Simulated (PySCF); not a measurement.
PySCF input for C3H8N, SMILES CC[N]C, multiplicity 2, IEF-PCM-PBE0/def2-SVP. The structure is a stationary point at TPSSh-D3(BJ)/def2-SVP. The isomer is the one that the SMILES or the coordinates give; other isomers of the formula were not compared. One conformer was computed; it need not be the lowest.

```python
import numpy as np
from pyscf import gto, scf, dft
from pyscf.solvent import pcm

mol = gto.M(
    atom='''
    C     0.15711161    1.88337215   -0.00000000
    C    -0.46037410    0.48952623    0.00000000
    N     0.54405970   -0.54297092   -0.00000000
    C    -0.02094693   -1.86355774   -0.00000000
    H    -0.62234656    2.66141751   -0.00000000
    H     0.79035300    2.02191444   -0.88954438
    H     0.79035299    2.02191444    0.88954438
    H    -1.12804318    0.36077120   -0.88110960
    H    -1.12804318    0.36077120    0.88110959
    H     0.77194471   -2.62631999    0.00000000
    H    -0.66868959   -2.02785813    0.88706741
    H    -0.66868959   -2.02785813   -0.88706741
    ''',
    basis='def2-SVP',
    charge=0,
    spin=1,
    max_memory=1600,
    verbose=3,
)
mf = dft.UKS(mol, xc='pbe0').density_fit(auxbasis='def2-universal-jkfit')
mf.grids.level = 3
mf.conv_tol = 1e-9
mf.max_cycle = 100
mf.kernel()
fine, coarse = mf.grids, dft.Grids(mol).set(level=1).build(with_non0tab=True)
for _ in range(3):  # follow internal instabilities
    mf.grids = coarse
    mo, _, stable, _ = mf.stability(return_status=True, nroots=4)
    mf.grids = fine
    if stable:
        break
    mf.kernel(mf.make_rdm1(mo, mf.mo_occ))
res = {}
for name, eps in {'water': 78.355, '1-octanol': 9.8629, 'dichloromethane': 8.93}.items():
    s = mf.PCM()
    s.with_solvent.method, s.with_solvent.eps, s.with_solvent.lebedev_order = 'IEF-PCM', eps, 29
    s.kernel(mf.make_rdm1())
    res[name] = (s.e_tot, eps, s.dip_moment(), s.mo_energy, s.converged)
    print(f'{name}: electrostatic solvation free energy {(s.e_tot - mf.e_tot) * 627.509474:.3f} kcal/mol')
```

Program output:

```

WARN: HOMO -0.219311947363523 >= LUMO -0.219311947363524

converged SCF energy = -173.482456633323  <S^2> = 0.75429064  2S+1 = 2.004286
<class 'pyscf.df.df_jk.DFUKS'> wavefunction is stable in the internal stability analysis

WARN: PCM is an experimental feature. It is still in testing.
Features and APIs may be changed in the future.

converged SCF energy = -173.487900102315  <S^2> = 0.75427498  2S+1 = 2.0042704
Dipole moment(X, Y, Z, Debye): -2.20353, -0.44033,  0.00000
water: electrostatic solvation free energy -3.416 kcal/mol

WARN: PCM is an experimental feature. It is still in testing.
Features and APIs may be changed in the future.

converged SCF energy = -173.487068728245  <S^2> = 0.75427713  2S+1 = 2.0042726
Dipole moment(X, Y, Z, Debye): -2.10186, -0.42571,  0.00000
1-octanol: electrostatic solvation free energy -2.894 kcal/mol

WARN: PCM is an experimental feature. It is still in testing.
Features and APIs may be changed in the future.

converged SCF energy = -173.486977338974  <S^2> = 0.75427737  2S+1 = 2.0042728
Dipole moment(X, Y, Z, Debye): -2.09095, -0.42408,  0.00000
dichloromethane: electrostatic solvation free energy -2.837 kcal/mol
```

Self-consistency was reached.
